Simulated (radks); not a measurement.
Effect of the nuclear size on the tantalum ion Ta2+, [Xe] 4f14 5d3. All-electron calculation, Dirac Kohn-Sham, PBE, spin-unpolarised, spherical densities, finite nucleus; open shells are shared between the two j in proportion to 2j + 1; Fermi nuclear charge, rms radius 5.3507 fm. Program: a radial shooting solver on a logarithmic mesh with Libxc functionals. The rms radius is varied about that value; shifts are against it.

rms radius (fm)  total energy shift (eV)  density at nucleus (e/bohr^3)  1s1/2 shift (meV)  2s1/2 shift (meV)  5s1/2 shift (meV)  6s1/2 (empty) shift (meV)  5d5/2 shift (meV)  6p1/2 (empty) shift (meV)
4.5641                             -14.7                      1.385e+06              -5950               -832              -7.66                      -1.03              0.090                     -0.034
4.9119                             -8.37                      1.351e+06              -3400               -475              -4.37                     -0.590              0.051                     -0.019
5.3507                                 0                      1.313e+06              0.000              0.000              0.000                      0.000              0.000                      0.000
5.6343                              5.66                       1.29e+06               2300                321               2.96                      0.399             -0.035                      0.013
6.6777                              28.1                      1.218e+06              11400               1600               14.7                       1.98             -0.173                      0.065

Slopes of the eigenvalues against <r^2> in GHz/fm^2, as finite differences over the two radii next to the reference (eigenvalue slopes, not the field-shift constants of lines): 1s1/2 181000, 2s1/2 25300, 5s1/2 233, 6s1/2 (empty) 31.4, 5d5/2 -2.73, 6p1/2 (empty) 1.02.
